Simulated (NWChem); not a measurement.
All runs are NWChem calculations. System: Cl$_{3}$Si, charge 0, spin multiplicity 2, at a geometry optimised with UPBE/def2-SVP. The structure started from a generated list of species. Its SCF solution wasn't tested for a lower state. Level: UMP2/def2-TZVP, 20 core orbitals frozen.

Output (cleaned and shortened):

```
             Northwest Computational Chemistry Package (NWChem) 7.3.0
             --------------------------------------------------------

                                NWChem Input Module
                                -------------------

 Scaling coordinates for geometry "geometry" by  1.889725989
 (inverse scale =  0.529177249)

 Turning off AUTOSYM since
 SYMMETRY directive was detected!

                             Geometry "geometry" -> ""
                             -------------------------

 Output coordinates in angstroms (scale by  1.889725989 to convert to a.u.)

  No.       Tag          Charge          X              Y              Z
 ---- ---------------- ---------- -------------- -------------- --------------
    1 Cl                  17.0000    -0.97916000    -0.15246900     1.69638800
    2 Si                  14.0000    -0.00088300     0.54973400     0.00000000
    3 Cl                  17.0000    -0.97916000    -0.15246900    -1.69638800
    4 Cl                  17.0000     1.95904700    -0.14778500     0.00000000

 Effective nuclear repulsion energy (a.u.)     316.8477807961

            Nuclear Dipole moment (a.u.)
            ----------------------------
        X                 Y               Z
 ---------------- ---------------- ----------------
    -0.0000056692    -0.0000283459     0.0000000000

      Symmetry information
      --------------------

 Group name             Cs
 Group number              2
 Group order               2
 No. of unique centers     3

      Symmetry unique atoms

     1    2    4


 Summary of "ao basis" -> "" (spherical)
 ------------------------------------------------------------------------------
       Tag                 Description            Shells   Functions and Types
 ---------------- ------------------------------  ------  ---------------------
 *                         def2-tzvp                  on all atoms

 Summary of "ao basis" -> "ao basis" (spherical)
 ------------------------------------------------------------------------------
       Tag                 Description            Shells   Functions and Types
 ---------------- ------------------------------  ------  ---------------------
 Cl                        def2-tzvp                13       37   5s5p2d1f
 Si                        def2-tzvp                13       37   5s5p2d1f

                                 NWChem SCF Module
                                 -----------------

  ao basis        = "ao basis"
  functions       =   148
  atoms           =     4
  alpha electrons =    33
  beta  electrons =    32
  charge          =   0.00
  wavefunction    = UHF
  use symmetry    = T
  symmetry adapt  = T

 Summary of "ao basis" -> "ao basis" (spherical)
 ------------------------------------------------------------------------------
       Tag                 Description            Shells   Functions and Types
 ---------------- ------------------------------  ------  ---------------------
 Cl                        def2-tzvp                13       37   5s5p2d1f
 Si                        def2-tzvp                13       37   5s5p2d1f

      Symmetry analysis of basis
      --------------------------

        a'         87
        a"         61

 Forming initial guess at       0.1s

   Symmetry analysis of molecular orbitals - initial alpha
   -------------------------------------------------------

  Numbering of irreducible representations:

     1 a'          2 a"

  Orbital symmetries:

     1 a'          2 a'          3 a"          4 a'          5 a'
     6 a'          7 a"          8 a'          9 a"         10 a'
    11 a'         12 a"         13 a'         14 a"         15 a'
    16 a"         17 a'         18 a'         19 a"         20 a'
    21 a'         22 a'         23 a"         24 a'         25 a'
    26 a"         27 a'         28 a"         29 a'         30 a'
    31 a"         32 a"         33 a'         34 a'         35 a'
    36 a"         37 a'         38 a"         39 a'         40 a'
    41 a'         42 a"         43 a'

   Symmetry analysis of molecular orbitals - initial beta
   ------------------------------------------------------

  Numbering of irreducible representations:
[...]
           0.000000000000           0.000000000000         757.428772615821

  Mulliken analysis of the total density
  --------------------------------------

    Atom       Charge   Shell Charges
 -----------   ------   -------------------------------------------------------
    1 Cl  17    17.26   2.01  0.45  1.52  1.09  0.86  4.18  1.69  1.06  2.89  1.47  0.01  0.03  0.00
    2 Si  14    13.21   2.00  0.59  1.39  0.89  0.24  4.11  1.73  0.46  1.07  0.16  0.17  0.32  0.08
    3 Cl  17    17.26   2.01  0.45  1.52  1.09  0.86  4.18  1.69  1.06  2.89  1.47  0.01  0.03  0.00
    4 Cl  17    17.26   2.01  0.45  1.52  1.09  0.86  4.18  1.69  1.06  2.89  1.47  0.01  0.03  0.00

  Mulliken analysis of the alpha density
  --------------------------------------

    Atom       Charge   Shell Charges
 -----------   ------   -------------------------------------------------------
    1 Cl  17     8.67   1.01  0.22  0.76  0.55  0.43  2.09  0.84  0.54  1.47  0.74  0.00  0.01  0.00
    2 Si  14     7.00   1.00  0.30  0.69  0.54  0.19  2.06  0.86  0.26  0.68  0.12  0.09  0.17  0.04
    3 Cl  17     8.67   1.01  0.22  0.76  0.55  0.43  2.09  0.84  0.54  1.47  0.74  0.00  0.01  0.00
    4 Cl  17     8.67   1.01  0.22  0.76  0.55  0.43  2.09  0.84  0.54  1.47  0.74  0.00  0.01  0.00

   Mulliken analysis of the beta density
   -------------------------------------

    Atom       Charge   Shell Charges
 -----------   ------   -------------------------------------------------------
    1 Cl  17     8.59   1.01  0.22  0.76  0.54  0.43  2.09  0.85  0.52  1.42  0.74  0.00  0.01  0.00
    2 Si  14     6.22   1.00  0.29  0.70  0.35  0.05  2.05  0.87  0.20  0.39  0.04  0.08  0.15  0.04
    3 Cl  17     8.59   1.01  0.22  0.76  0.54  0.43  2.09  0.85  0.52  1.42  0.74  0.00  0.01  0.00
    4 Cl  17     8.59   1.01  0.22  0.76  0.54  0.43  2.09  0.85  0.52  1.42  0.74  0.00  0.01  0.00

   Mulliken analysis of the spin density
   -------------------------------------

    Atom       Charge   Shell Charges
 -----------   ------   -------------------------------------------------------
    1 Cl  17     0.07   0.00  0.00 -0.00  0.00 -0.00  0.00 -0.00  0.02  0.05 -0.00 -0.00 -0.00  0.00
    2 Si  14     0.78   0.00  0.01 -0.01  0.19  0.14  0.01 -0.01  0.07  0.29  0.07  0.01  0.02 -0.00
    3 Cl  17     0.07   0.00  0.00 -0.00  0.00 -0.00  0.00 -0.00  0.02  0.05 -0.00 -0.00 -0.00  0.00
    4 Cl  17     0.07   0.00  0.00 -0.00  0.00 -0.00  0.00 -0.00  0.02  0.05 -0.00 -0.00 -0.00  0.00

       Multipole analysis of the density wrt the origin
       ------------------------------------------------

     L   x y z        total         alpha         beta         nuclear
     -   - - -        -----         -----         ----         -------
     0   0 0 0     -0.000000    -33.000000    -32.000000     65.000000

     1   1 0 0     -0.000637      0.001284     -0.001915     -0.000006
     1   0 1 0      0.389296     -0.804081      1.193405     -0.000028
     1   0 0 1      0.000000      0.000000     -0.000000      0.000000

     2   2 0 0    -38.790334   -195.585812   -192.602328    349.397806
     2   1 1 0     -0.003213     -0.261328     -0.267956      0.526071
     2   1 0 1     -0.000000     -0.000000     -0.000000      0.000000
     2   0 2 0    -36.778134    -31.576902    -24.458491     19.257259
     2   0 1 1      0.000000      0.000000     -0.000000      0.000000
     2   0 0 2    -38.790303   -195.588545   -192.605033    349.403275

                   NWChem MP2 Semi-direct Energy/Gradient Module
                   ---------------------------------------------

  Basis functions       =    148
  Molecular orbitals    =    148
  Frozen core           =     20
  Frozen virtuals       =      0
  Active alpha occupied =     13
  Active beta occupied  =     12
  Active alpha virtual  =    115
  Active beta virtual   =    116
  Use MO symmetry       = T
  Use skeleton AO sym   = T

  AO/Fock/Back tols     =   1.0D-09  1.0D-09  1.0D-09

 GA uses MA = F    GA memory limited = T

 Available:
  local mem=  1.26D+08
 global mem=  1.44D+08
 local disk=  0.00D+00
  mp2_memr nvloc                   115
  nvloc new                   115
   1 passes of  13:        5242880                     119404                  51736688.
   1 passes of  13: M    126150776           G      144135392           F     120907896.

 Semi-direct pass number   1 of   1  for UHF alpha       at        5.7s
  vrange nnbf                 10171
  mp2_eaftype                   197  avail_ma_in_mb                  1099
 EAF : mp2_eaftype filesize         197   25868344.
  mp2_eaf for mointskh                    197
Node 0 wrote    121.6 Mb in      0.0 s     Agg I/O rate:  5384.4 Mb/s
 Done moints_semi at       11.0s
  mp2_eaftype                   197  avail_ma_in_mb                   902
 EAF : mp2_eaftype filesize         197   25868344.
  mp2_eaf for kh                   197
 Done maket at       11.2s
 Done multipass loop at       11.2s

 GA uses MA = F    GA memory limited = T

 Available:
  local mem=  1.26D+08
 global mem=  1.44D+08
 local disk=  0.00D+00
  mp2_memr nvloc                   116
  nvloc new                   116
   1 passes of  12:        5242880                     114256                  48174804.
   1 passes of  12: M    126150776           G      144135392           F     120907896.

 Semi-direct pass number   1 of   1  for UHF beta        at       11.3s
  vrange nnbf                 10171
  mp2_eaftype                   183  avail_ma_in_mb                  1099
 EAF : mp2_eaftype filesize         183   24087402.
  mp2_eaf for mointskh                    183
Node 0 wrote    113.3 Mb in      0.0 s     Agg I/O rate:  5994.0 Mb/s
 Done moints_semi at       16.3s
  mp2_eaftype                   183  avail_ma_in_mb                   916
 EAF : mp2_eaftype filesize         183   24087402.
  mp2_eaf for kh                   183
 Done maket at       16.5s
 Done multipass loop at       16.5s

          -------------------------------------------
          SCF energy               -1667.600764833498
          Correlation energy          -0.643572862289
          Singlet pairs                0.000000000000
          Triplet pairs                0.000000000000
          Total MP2 energy         -1668.244337695787
          -------------------------------------------

          ---------------------------------------------------
                    Spin Component Scaled (SCS) MP2
          Same spin pairs                     -0.167250654561
          Same spin scaling factor             0.333333333333
          Opposite spin pairs                 -0.476322207727
          Opposite spin scaling fact.          1.200000000000
          SCS-MP2 correlation energy          -0.627336867460
          Total SCS-MP2 energy             -1668.228101700958
          ---------------------------------------------------

 -----------------------
 Performance information
 -----------------------

 Timer overhead =  1.52D-07 seconds/call

               Nr. of calls         CPU time (s)                 Wall time (s)                GFlops
             ---------------    -------------------     ------------------------------   -------------------
Name         Min   Avg   Max    Min     Avg     Max     Min     Avg     Max   Mx/calls   Min     Max     Sum
mp2: moin     2     2     2    10.     10.     10.      10.     10.     10.     5.1      0.0     0.0     0.0
mp2: make     2     2     2   0.55    0.55    0.55     0.55    0.55    0.55    0.27      0.0     0.0     0.0
mp2: tota     1     1     1    11.     11.     11.      11.     11.     11.     11.      0.0     0.0     0.0

 The average no. of pstat calls per process was 5.00D+00
 with a timing overhead of 7.61D-07s

 Task  times  cpu:       16.5s     wall:       16.5s

 Total times  cpu:       16.5s     wall:       16.5s
```

Question: Write an NWChem input that would produce this output.

Answer: One answer among several that fit: 
```
start mol
memory heap 200 mb stack 900 mb global 1100 mb
geometry units angstroms nocenter noautoz
  Cl    -0.979160    -0.152469     1.696388
  Si    -0.000883     0.549734     0.000000
  Cl    -0.979160    -0.152469    -1.696388
  Cl     1.959047    -0.147785     0.000000
  symmetry group Cs
end
basis spherical
  * library def2-tzvp
end
scf
  uhf
  nopen 1
  maxiter 100
  thresh 1e-7
  semidirect memsize 60000000 filesize 0
  # guess.movecs holds the orbitals of an unrestricted PBE0 run
  vectors input guess.movecs output mol.movecs
end
mp2
  freeze core 20
end
task mp2 energy
```
